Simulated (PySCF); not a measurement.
Ethyl ethanesulfonate, C₄H₁₀O₃S.
Numbering: `[CH3:1][CH2:2][O:3][S:4](=[O:5])(=[O:6])[CH2:7][CH3:8]` (hydrogens: H9, H10, H11 on C1; H12, H13 on C2; H14, H15 on C7; H16, H17, H18 on C8)

Computed geometry: GFN2-xTB, gas phase.

Question: What internal coordinates does the optimisation give?

Answer: 
```tsv
bond	length (Å)
C1–C2	1.521
C2–O3	1.423
O3–S4	1.620
S4=O5, S4=O6	1.431
S4–C7	1.804
C7–C8	1.512
C1–H9, C1–H10, C1–H11	1.087
C2–H12, C2–H13	1.095
C7–H14, C7–H15	1.085
C8–H16, C8–H17, C8–H18	1.088
```

Bonds in one row agree within 0.01 Å and their mean is given. A selection of angles:
```tsv
angle	degrees
C1–C2–O3	111.7
C2–O3–S4	116.1
O3–S4–O5	108.6
O3–S4–C7	98.0
O5–S4–O6	117.5
O5–S4–C7	110.8
O6–S4–C7	109.9
S4–C7–C8	107.6
```

Torsions: C1–C2–O3–S4 74° (synclinal); C2–O3–S4–O5 38° (synclinal); O3–S4–C7–C8 177° (antiperiplanar). The mirror-image conformer, all signs reversed, is as good.

Of the pairs four or more bonds apart, O5···H13 is among the closest relative to their van der Waals radii: 2.36 Å, 87 % of the sum of Bondi's values. S4 (sulfonyl sulfur) is distorted tetrahedral (angles from 98.0° to 117.5°). The O–S distances run from 1.430 Å (S4=O6, drawn double) to 1.620 Å (O3–S4, drawn single), a spread of 0.190 Å.

Point group: C1 (no symmetry element, even within 0.4 Å). Stationary, but not proved a minimum. One conformer, not necessarily the lowest.
